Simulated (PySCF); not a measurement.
Computed spin Hamiltonian

Compound: C₈H₇S (doublet state).
Atom-mapped SMILES: `[CH3:1]/[C:2]=[CH:3]\[C:4](=[C:5]=[S:6])[C:7]#[C:8][CH3:9]` (hydrogens: H10, H11, H12 on C1; H13 on C3; H14, H15, H16 on C9)

Cartesian coordinates in Å at the GFN2-xTB level; atoms count from 1:
```xyz
16
C8H7S angstrom
C     -2.010   -1.077    0.427
C     -2.126    0.284   -0.039
C     -1.553    1.367   -0.425
C     -0.045    1.547   -0.521
C      0.398    2.712   -0.918
S      0.681    4.171   -1.410
C      0.797    0.473   -0.184
C      1.529   -0.441    0.100
C      2.411   -1.533    0.442
H     -2.485   -1.765   -0.274
H     -2.482   -1.190    1.405
H     -0.950   -1.345    0.518
H     -2.095    2.252   -0.718
H      1.974   -2.483    0.133
H      2.584   -1.556    1.519
H      3.367   -1.406   -0.065
```

The hyperfine couplings belong to this conformer and change with its torsions.

Theory: UKS B3LYP, pcH-1 on C H S, non-relativistic, mean-field spin-orbit, GIAO (PySCF). The structure is a single GFN2-xTB conformer in the gas phase; no vibrational or solvent corrections. Couplings are sensitive to structure, and on GFN2-xTB geometries they can be far from those on DFT ones. Stability of the SCF solution: not tested.

```
g1, g2, g3        : 2.00184, 2.00262, 2.00325
g_iso             : 2.00257
Form of g         : rhombic: the two nearest values differ by 45 % of g3 − g1
⟨S²⟩              : 0.7600 (exact 0.7500)
α and β electrons : 36, 35
```

Isotropic coupling and dipolar principal values T1 to T3, in 10⁻⁴ cm⁻¹ (1 × 10⁻⁴ cm⁻¹ = 2.998 MHz):

| atom | isotope | a_iso | of which spin–orbit | T1 | T2 | T3 | Mulliken spin population |
| --- | --- | --- | --- | --- | --- | --- | --- |
| C1 | 13C | -1.2 | 0.0 | -1.4 | -1.1 | 2.6 | -0.05 |
| C2 | 13C | 76.3 | -0.1 | -26.9 | -20.0 | 46.9 | 0.96 |
| C3 | 13C | 1.8 | 0.0 | -4.9 | 0.3 | 4.6 | -0.15 |
| C4 | 13C | 38.1 | 0.0 | -2.4 | -1.1 | 3.5 | 0.09 |
| C5 | 13C | 3.4 | 0.0 | -2.4 | -0.1 | 2.5 | -0.01 |
| S6 | 33S | 0.4 | 0.0 | -1.7 | -0.7 | 2.4 | 0.02 |
| C7 | 13C | -2.6 | 0.0 | -0.4 | 0.1 | 0.3 | -0.01 |
| C8 | 13C | 0.4 | 0.0 | -0.5 | -0.2 | 0.7 | 0.02 |
| C9 | 13C | -0.1 | 0.0 | -0.1 | -0.1 | 0.1 | 0.00 |
| H10 | 1H | 10.1 | 0.0 | -2.0 | -1.7 | 3.7 | 0.01 |
| H11 | 1H | 11.3 | 0.0 | -2.0 | -1.7 | 3.7 | 0.01 |
| H12 | 1H | 50.9 | 0.0 | -2.0 | -0.4 | 2.5 | 0.07 |
| H13 | 1H | 39.6 | 0.0 | -1.9 | -1.5 | 3.4 | 0.05 |
| H14 | 1H | 0.4 | 0.0 | -0.3 | -0.2 | 0.5 | 0.00 |
| H15 | 1H | 0.3 | 0.0 | -0.2 | -0.2 | 0.4 | 0.00 |
| H16 | 1H | 0.4 | 0.0 | -0.2 | -0.1 | 0.3 | 0.00 |

Largest spin populations (Mulliken): C2 (+0.96), C3 (-0.15), C4 (+0.09) and H12 (+0.07). No atom but C2 exceeds +0.15.

Axes: g1 points within 3° of the C3–C4 bond and g2 points within 7° of the C1–C2 bond.

Under fast tumbling the dipolar parts average out, and these isotropic splittings remain: 1 × 1H (H13, I = 1/2, 2 lines) with 4.24 mT, 3 × 1H (H10/H11/H12, I = 1/2, 4 lines) with 2.58 mT and 3 × 1H (H14/H15/H16, I = 1/2, 4 lines) with 0.04 mT.

Nuclei that the bonding pattern makes equivalent are averaged, as if the motion that swaps them (rotation, inversion, ring flip) were fast. The three 1H nuclei of mean +72.3 MHz run from 30.4 to 152.7 MHz in the frozen geometry.

The 13C coupling of C2 (228.6 MHz) shows only in satellite lines or after enrichment, since that isotope makes up about 1.07 % of natural carbon.

The spin density at the nucleus, in bohr⁻³, is negative for C7 (-0.0069) and C1 (-0.0031), for instance. A restricted open-shell determinant has no negative spin density anywhere; here it arises because α and β orbitals differ (spin polarisation).

The run took 2.1 min of wall time (grids of density and orbitals included) on Arm Neoverse V2, one thread, no GPU, on a shared host, and the process peaked at 1.1 GiB of memory.
